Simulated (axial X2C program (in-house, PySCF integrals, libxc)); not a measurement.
## NaTi: cheaper levels and CCSD(T), two-component

Calculated with an in-house all-electron X2C program for linear molecules (integrals from PySCF). Two-component (2c) means X2C with spin–orbit coupling and atomic mean-field two-electron Coulomb and Gaunt terms. Basis: Ti dyall-cv3z [10s10p6d4f2g], Na dyall-cv3z [9s8p5d2f] (cores contracted in-house); Gaussian nuclei, density fitting, unrestricted open shells. Masses: Ti 47.948 u, Na 22.990 u.

State: Ω = 1/2 (⟨Sz⟩ = -1.50, ⟨Lz⟩ = 2.00 at HF); fragments Ti + Na.

```csv
level,Re (Å),ωe (cm⁻¹)
PBE0,3.036,152.0
CCSD,3.005,161.8
PBE,2.992,162.1
```

Correlated methods: 5 electrons correlated (number of frozen shells: Ti 3 s, 2 p; Na 2 s, 1 p), 303 virtual spin orbitals or spinors in MP2, 76 natural virtuals in coupled cluster.

CCSD(T), same Hamiltonian and basis:

Re = 2.966 Å, ωe = 170.3 cm⁻¹; T1 = 0.106 (Lee–Taylor normalisation).

(1) Give the differences from CCSD(T) in the columns below.

The state is one determinant whose occupation by symmetry is held fixed; it was picked as the lowest of a PBE0 search that is not exhaustive. De is not given where an atomic determinant may have missed its ground term or J level, or where the truncated virtual space spoils (T). Density functionals use the spin component along the axis (collinear). Coupled cluster ran in a truncated set of natural virtual spinors; the MP2 energy of the rest was added. (T) has no such correction and the atoms are truncated less, which lowers De at CCSD(T) by a hundredth of an eV or more. Other states lie close and PBE0, whose exact exchange favours high spin, may order them wrongly; the determinant shown need not be the ground state. The nearest other 2c determinant of the search, Ω = 7/2, lies 0.02 eV up at the distance of the search. The functionals have no current-density term, which raises determinants with orbital currents, atoms included. The atomic limit has a lower orbital projection than the molecule and lies lower at mean-field level, so De may be about a tenth of an eV too small. With several unpaired electrons one determinant need not be a pure state. The outer-core s and p shells of the metal are frozen in the correlated rows, which leaves out core–valence correlation; for alkali and alkaline-earth bonds that tends to lengthen them. At some level and bond length an empty orbital lies below a filled one. The determinant is spin-polarised beyond a pure state at some levels (its spin-free form has ⟨S²⟩ too high), which makes Re and μ there less reliable. The T1 diagnostic is large, a sign of multireference character.

Answers

(1) 

| level | ΔRe (Å) | Δωe (cm⁻¹) |
| --- | --- | --- |
| PBE0 | 0.070 | -18.3 |
| CCSD | 0.039 | -8.5 |
| PBE | 0.026 | -8.2 |
